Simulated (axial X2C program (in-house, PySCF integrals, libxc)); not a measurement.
Outer orbitals of ZrP⁻ at 2.197 Å, PBE0

All values were computed with an in-house relativistic program for diatomic molecules. Spin-free means the one-electron spin-free X2C Hamiltonian; two-component (2c) means X2C with spin–orbit coupling and atomic mean-field two-electron Coulomb and Gaunt terms, so the difference of the two also holds small scalar two-electron terms. Basis: Zr dyall-acv3z [12s13p10d6f3g], P dyall-av3z [9s8p3d2f] (cores contracted in-house); Gaussian nuclei, density fitting, unrestricted open shells. Masses: Zr 89.905 u, P 30.974 u.

The distance is close to the 2c PBE0 minimum; the highest filled and lowest empty levels are listed.

Spin-free orbitals, state M_S = 0, Λ = 0 (closed shell) (Löwdin shares):

| symmetry | occupied | ε (eV) | atomic character |
| --- | --- | --- | --- |
| π-α | yes | -29.88 | 98% Zr p |
| π+α | yes | -29.88 | 98% Zr p |
| σα | yes | -29.50 | 95% Zr p |
| σα | yes | -9.21 | 62% P s, 14% Zr d, 11% Zr p |
| σα | yes | -1.46 | 58% P p, 22% Zr d, 9% Zr s |
| π-α | yes | -1.31 | 49% P p, 39% Zr d, 5% Zr p |
| π+α | yes | -1.31 | 49% P p, 39% Zr d, 5% Zr p |
| σα | yes | -0.36 | 52% Zr s, 24% Zr d, 8% P p |
| σα | no | 1.70 | 89% Zr p, 7% Zr s |
| π+α | no | 1.75 | 97% Zr p |
| π-α | no | 1.75 | 97% Zr p |
| σα | no | 2.12 | 81% Zr s, 13% Zr p, 4% Zr d |

One partner of each degenerate Kramers or spin pair is listed.

Spinors with spin–orbit coupling (state Ω = 0):

```tsv
ω	occupied	ε (eV)	atomic character	λ mixture
1/2	yes	-30.90	97% Zr p	75% π, 25% σ
3/2	yes	-29.26	97% Zr p	100% π
1/2	yes	-29.00	96% Zr p	75% σ, 25% π
1/2	yes	-9.21	62% P s, 14% Zr d, 11% Zr p	100% σ
1/2	yes	-1.46	58% P p, 22% Zr d, 9% Zr s	100% σ
1/2	yes	-1.33	49% P p, 39% Zr d, 5% Zr p	100% π
3/2	yes	-1.29	49% P p, 40% Zr d, 5% Zr p	100% π
1/2	yes	-0.35	52% Zr s, 24% Zr d, 8% P p	100% σ
1/2	no	1.71	89% Zr p, 8% Zr s	100% σ
1/2	no	1.75	97% Zr p	100% π
3/2	no	1.75	98% Zr p	100% π
1/2	no	2.12	80% Zr s, 14% Zr p, 4% Zr d	100% σ
```

One partner of each degenerate Kramers or spin pair is listed.

Mulliken charges and populations of the two-component result (they depend on the basis, above all on diffuse functions):

Zr -0.58 e (s 9.62 p 18.39 d 12.51 f 0.06 g 0.01), P -0.42 e (s 5.90 p 9.48 d 0.03).

Occupations by symmetry block were frozen at the best pattern of an incomplete PBE0 search. Other states lie close and PBE0, whose exact exchange favours high spin, may order them wrongly; the determinant shown need not be the ground state. The nearest other spin-free determinant of the search, M_S = 1, Λ = 2, lies 0.45 eV up at the distance of the search.
